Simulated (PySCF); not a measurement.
# C²⁺ (carbon, charge +2): UHF calculation

Configuration: [He] 2s1 3s1, high-spin 3S determinant (an excited configuration). Computed with PySCF 2.14 in aug-cc-pVTZ-DK, with the spin-free X2C one-electron Hamiltonian (Gaussian nucleus).

```
Total energy                        : -35.395314 hartree
One-electron energy                 : -41.8442 hartree
Hartree (Coulomb) energy            : 10.5683 hartree
Exchange energy                     : -4.1194 hartree
⟨S²⟩                                : 2.0000
⟨L²⟩                                : 0.000
Sum of ⟨r⟩                          : 5.361 bohr
Sum of ⟨r²⟩                         : 16.63 bohr²
Langevin diamagnetic susceptibility : -13.2 ×10⁻⁶ cm³/mol
```

```tsv
shell	electrons	mean orbital energy (hartree)	rms radius, mean of both spins (bohr)
1s α	1	-13.16625	0.310
1s β	1	-13.06654	0.310
2s α	1	-2.05769	1.38
3s α	1	-0.65596	3.81
```

The outer electron is Rydberg-like, and this basis confines it to a smaller radius and binds it less than a complete one would.
